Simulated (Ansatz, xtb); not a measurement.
## Relative energy of two isomers of C5H6OS

Structure I: `Cc1cc(O)cs1`, a singlet. Structure II: `Cc1sccc1O`, a singlet. Both are isolated molecules in the gas phase, relaxed with B3LYP/def2-SVP; the shapes shown needn't be the lowest conformers.

I (Å):

| atom | x (Å) | y (Å) | z (Å) |
| --- | --- | --- | --- |
| C | -3.0789 | 1.1647 | 1.0464 |
| C | -1.6250 | 0.8001 | 1.0784 |
| C | -0.7413 | 0.9205 | 2.1235 |
| C | 0.5844 | 0.4741 | 1.8025 |
| C | 0.6927 | 0.0172 | 0.5122 |
| O | 1.6371 | 0.4893 | 2.6627 |
| S | -0.8280 | 0.1308 | -0.3177 |
| H | -3.7155 | 0.2959 | 0.8097 |
| H | -3.2916 | 1.9409 | 0.2922 |
| H | -3.3921 | 1.5539 | 2.0265 |
| H | -1.0255 | 1.3181 | 3.1015 |
| H | 1.3493 | 0.8480 | 3.5110 |
| H | 1.5810 | -0.3742 | 0.0216 |

II (Å):

```yaml
atoms:
  - { symbol: C, position_ang: [-2.3625, 1.3207, 0.2573] }
  - { symbol: C, position_ang: [-1.0825, 1.0317, 0.9852] }
  - { symbol: C, position_ang: [1.2881, 0.9172, 1.7831] }
  - { symbol: C, position_ang: [0.4444, 0.1575, 2.5488] }
  - { symbol: C, position_ang: [-0.9096, 0.2247, 2.0909] }
  - { symbol: O, position_ang: [-1.8872, -0.4701, 2.7348] }
  - { symbol: S, position_ang: [0.4471, 1.7188, 0.5023] }
  - { symbol: H, position_ang: [-2.1970, 1.9969, -0.5941] }
  - { symbol: H, position_ang: [-2.8225, 0.4019, -0.1504] }
  - { symbol: H, position_ang: [-3.1092, 1.8079, 0.9108] }
  - { symbol: H, position_ang: [2.3623, 1.0510, 1.9010] }
  - { symbol: H, position_ang: [0.7496, -0.4364, 3.4109] }
  - { symbol: H, position_ang: [-2.7350, -0.3141, 2.2992] }
```

Energies in hartree; the thermal terms are from GFN2-xTB frequencies at re-optimised GFN2-xTB minima (ideal gas, soft modes damped towards free rotors, one conformer each, 298.15 K, 1 atm) and include the zero-point energy:

```
                              I           II
E, CCSD(T)/def2-SVP  −665.942203  −665.942522
    E, MP2/def2-SVP  −665.855869  −665.856556
  E, MP2/def2-TZVPP  −666.539237  −666.540064
  zero-point energy     0.095942     0.096047
       H(298 K) − E     0.104146     0.104223
       G(298 K) − E     0.064382     0.064537
```

**Question.** Correct the CCSD(T) difference for the basis set by the MP2 change, then work out ΔE, ΔE₀, ΔH and ΔG for I → II in kcal/mol (1 Eh = 627.51 kcal/mol) and the equilibrium ratio [II]/[I].

**Answer.** 1. Differences II − I: CCSD(T) −0.000319, MP2 in the small set −0.000687, MP2 in the large set −0.000827 Eh.
2. ΔE = −0.000319 + (−0.000827 − (−0.000687)) = −0.000459 Eh = −0.29 kcal/mol.
3. ΔE₀ = ΔE + ΔZPE = −0.000459 + (+0.000105) Eh = −0.22 kcal/mol.
4. ΔH = ΔE + (+0.000077) Eh = −0.24 kcal/mol.
5. ΔG = ΔE + (+0.000155) Eh = −0.19 kcal/mol, so ΔS = (ΔH − ΔG)/T = −0.7 J/(mol K).
6. kT = 0.9442 mEh, so K = [II]/[I] = exp(−ΔG/kT) = exp(+0.32) ≈ 1.4.

The two are too close for this level to say which is favoured. An error of 1 kcal/mol in ΔG would change K by a factor of 5.4. Mirror images and further conformers aren't counted.

As drawn, both hold the same kinds of bond in the same numbers.

Other levels gave ΔE = +0.6 (GFN2-xTB); +0.8 (HF/STO-3G, GFN2-xTB geometries); −0.2 (r2SCAN-D4/def2-SVP, GFN2-xTB geometries); +0.1 (B3LYP/def2-SVP); +0.5 (HF/def2-SVP); −0.4 (MP2/def2-SVP); −0.2 (CCSD(T)/def2-SVP) kcal/mol. The correlated steps freeze 11 core orbitals. Programs: Ansatz 0.2.0, xtb 6.7.1.
